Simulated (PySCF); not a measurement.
A structure optimised at PBE-D3(BJ)/def2-SVP, used in a PySCF frequency run:

```
N
C 1 1.4515
H 2 1.1087 1 111.01
H 2 1.1162 3 107.66 1 -122.47
H 2 1.1162 3 107.66 4 -115.07
C 1 1.4550 2 113.72 3 180.00
H 6 1.1084 1 110.85 2 180.00
H 6 1.1162 7 107.77 1 -122.40
H 6 1.1162 7 107.77 8 -115.20
Al 1 1.7803 2 124.67 3 0.00
F 10 1.6769 1 118.33 2 180.00
I 10 2.4706 11 119.88 7 180.00
```
Charge 0, spin multiplicity 1.

Q: Write its SMILES, formula and point group.

A: C[N](C)[Al]([F])[I], C2H6AlFIN, Cs

Q: What are its rotational constants (standard atomic weights)?

A: 2.7687, 0.75553, 0.59812 GHz
